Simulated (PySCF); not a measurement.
**Complete the spectrum of [(F)3Hf]2O**

Compound: [(F)3Hf]2O (singlet state).
Bonds: Hf1–F2, Hf1–F3, Hf1–F4, Hf1–O5, O5–Hf6, Hf6–F7, Hf6–F8, Hf6–F9.

Computed with TDDFT CAM-B3LYP/def2-SVPD, vertical, gas phase, core orbitals frozen in the response, def2 core potentials past Kr in PySCF 2.14.0, density-fitted response routines. Geometry: PBE0-D3(BJ)/def2-SVP; no solvent, vibrations or thermal averaging. Spin–orbit coupling is left out.

Orbital energies (eV): HOMO-3 -13.79, HOMO-2 -13.53, HOMO-1 -12.50, HOMO -12.49, LUMO -0.73, LUMO+1 -0.18, LUMO+2 -0.14.

Lowest singlets, with some entries withheld (?).

```tsv
state	E (eV)	f	main configurations (H = HOMO, L = LUMO)
S1	8.22	?	H→L+1 (78%), H→L (9%)
S2	8.26	?	H-1→L+1 (38%), H→L+2 (36%), H→L+1 (12%)
S3	8.28	?	H-1→L+2 (79%)
S4	8.42	?	H→L (73%)
S5	8.43	?	H-1→L (73%)
S6	8.93	?	H→L+2 (47%), H-1→L+1 (44%)
S7	9.33	?	H→L+9 (45%), H→L+5 (22%), H-1→L+10 (16%)
S8	9.41	?	H-2→L+1 (56%), H-1→L+4 (14%)
S9	9.43	?	H-2→L+2 (30%), H→L+4 (21%), H-1→L+9 (8%)
S10	9.45	?	H-1→L+9 (19%), H-1→L+5 (18%), H-2→L+2 (18%)
```

Q: Fill in the withheld entries.

A: 
- S1: f = 0.0001
- S2: f = 0.0082
- S3: f = 0.0024
- S4: f = 0.033
- S5: f = 0.024
- S6: f = 0.472
- S7: f = 0.0000
- S8: f = 0.0020
- S9: f = 0.0012
- S10: f = 0.0003

Q: Which level carries the most intensity, and what share of the listed sum of f?

A: S6, with f = 0.472 of 0.543, 87%.

Q: What is the mean static polarisability from the same response equations?

A: 71.4 au (10.57 Å³), with principal values 64.2, 64.6 and 85.2 au.

Q: How far apart are S3 and S9, in eV and cm⁻¹?

A: 9.433 − 8.277 = 1.156 eV, or about 9320 cm⁻¹.

All these states lie below the vertical ionisation energy of 13.20 eV (ΔSCF).
